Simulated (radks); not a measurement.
Problem. All-electron atom: Co I in [Ar] 3d7.5 4s1.5 (fractional occupations, a model configuration). Calculated with a radial shooting solver on a logarithmic mesh with Libxc functionals: Dirac Kohn-Sham, exchange-only PBE, spin-unpolarised, spherical densities, point nucleus; open shells are shared between the two j in proportion to 2j + 1.

Spin-orbit splittings of the eigenvalues, e(l+1/2) - e(l-1/2), with zeta = 2 splitting/(2l+1) and mean radii in bohr:

| shell | occ. | splitting (eV) | zeta (eV) | <r> j=l-1/2 | <r> j=l+1/2 |
|---|---|---|---|---|---|
| 2p | 6 | ? | ? | 0.2228 | 0.2259 |
| 3p | 6 | 1.844 | 1.229 | 0.8128 | 0.8229 |
| 3d | 7.5 | 0.1822 | 0.07289 | 1.127 | 1.137 |

Estimate the 2p splitting.

Solution. 14.83 eV (zeta = 9.888 eV).
